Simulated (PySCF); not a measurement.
Isomers of C6H5F3O, one GFN2-xTB conformer each. Single-point energies are computed at PBE0/pcSseg-1 (PySCF, gas phase, no added dispersion term), electronic only.

Problem. Rank them by PBE0/pcSseg-1 energy, lowest first (kcal/mol).
A. `[F:1][C:2]([F:3])([F:4])[O:5][C:6]1=[CH:7][CH2:8][CH:9]=[CH:10]1` with C2–O5–C6–C7 0°
B. `[F:1][C:2]([F:3])([F:4])[CH2:5][c:6]1[cH:7][cH:8][o:9][cH:10]1` with C2–C5–C6–C7 87°
C. `[CH2:1]=[CH:2][C:3](=[CH2:4])[C:5](=[O:6])[C:7]([F:8])([F:9])[F:10]` with C1–C2–C3–C4 180°, C2–C3–C5–O6 0°

Solution. B (0.0), A (13.0), C (28.6).

As drawn, the lowest has an aromatic ring, which the highest lacks; the highest has a C=O bond and a C=C bond outside aromatic rings, which the lowest lacks. GFN2-xTB itself gives, in the same order: 0.0, 9.0, 53.6. Both levels put the same isomer lowest; measured from each level's own lowest isomer, the values differ by up to 25.0 kcal/mol (C=CC(=C)C(=O)C(F)(F)F: 53.6 against 28.6).

Problem. Which frontier levels, dipoles and rotational constants go with these structures?

Solution. 
```json
{"SMILES": "FC(F)(F)Cc1ccoc1", "HOMO (eV, PBE0/pcSseg-1)": "-6.90", "LUMO (eV)": "0.03", "dipole (D)": "2.11", "A, B, C (MHz)": "3250, 802.8, 753.4"}
{"SMILES": "FC(F)(F)OC1=CCC=C1", "HOMO (eV, PBE0/pcSseg-1)": "-6.83", "LUMO (eV)": "-0.93", "dipole (D)": "3.04", "A, B, C (MHz)": "3410, 831.6, 758.9"}
{"SMILES": "C=CC(=C)C(=O)C(F)(F)F", "HOMO (eV, PBE0/pcSseg-1)": "-7.60", "LUMO (eV)": "-2.66", "dipole (D)": "3.23", "A, B, C (MHz)": "2417, 971.1, 788.5"}
```
